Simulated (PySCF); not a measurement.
Compound: C7H10O.
Bonds: O1–C2 (double), C2–C3, C3–C4, C4–C5, C2–C6, C6–C7, C7–C8, C3–C5, C6–C8. Hydrogens: H9 on C3; H10, H11 on C4; H12, H13 on C5; H14 on C6; H15, H16 on C7; H17, H18 on C8.

Computed with PySCF 2.14.0, density-fitted response routines, TDDFT B3LYP/def2-SVPD, vertical, gas phase, core orbitals frozen in the response. The structure is a single GFN2-xTB conformer in the gas phase; no vibrational or solvent corrections. Torsions of this conformer, `[O:1]=[C:2]([CH:3]1[CH2:4][CH2:5]1)[CH:6]1[CH2:7][CH2:8]1`: O1–C2–C3–C4 27°, O1–C2–C6–C7 -34°.

Computed singlets with f of 0.002 or more:

| state | E (eV) | f |
| --- | --- | --- |
| S2 | 6.64 | 0.018 |
| S4 | 6.83 | 0.342 |
| S5 | 6.87 | 0.032 |
| S6 | 7.15 | 0.094 |
| S7 | 7.25 | 0.0092 |

Q: Give A, τ, |μ| and ∫σ dE for each state.

A: A / s⁻¹ = 0.6670 f (ν̃ / cm⁻¹)² and τ = 1/A in vacuum; |μ| follows from f = (2/3) ΔE |μ|² (atomic units, 1 au = 2.5417 D); ∫σ dE = 109.76 f Mb·eV.

```json
{"state": "S2", "A (s⁻¹)": "3.4×10⁷", "τ": "29 ns", "|μ| (D)": "0.84", "∫σ dE (Mb·eV)": "2"}
{"state": "S4", "A (s⁻¹)": "6.9×10⁸", "τ": "1.4 ns", "|μ| (D)": "3.63", "∫σ dE (Mb·eV)": "38"}
{"state": "S5", "A (s⁻¹)": "6.5×10⁷", "τ": "15 ns", "|μ| (D)": "1.10", "∫σ dE (Mb·eV)": "3.5"}
{"state": "S6", "A (s⁻¹)": "2.1×10⁸", "τ": "4.8 ns", "|μ| (D)": "1.87", "∫σ dE (Mb·eV)": "10"}
{"state": "S7", "A (s⁻¹)": "2.1×10⁷", "τ": "48 ns", "|μ| (D)": "0.58", "∫σ dE (Mb·eV)": "1"}
```

Leading configurations: S2 H-3→L (43%); S4 H-2→L (81%); S5 H-1→L (77%); S6 H→L+3 (91%); S7 H-4→L (98%) (H = HOMO, L = LUMO).

Only emission to the ground state at the vertical energy is counted.

Q: What is the integrated cross-section of all computed states together?

A: Σf = 0.496 over S1 to S8, so 109.76 × Σf ≈ 54.4 Mb·eV.

Q: By what factor does the largest A in the list exceed the smallest?

A: S4 has 33 times the rate of S7.

Q: Suppose S2 emitted 0.3 eV lower with the same transition dipole. How would A change?

A: At fixed |μ|, A goes as the cube of the energy: (6.34/6.64)³ = 0.87, which makes τ about 34 ns.
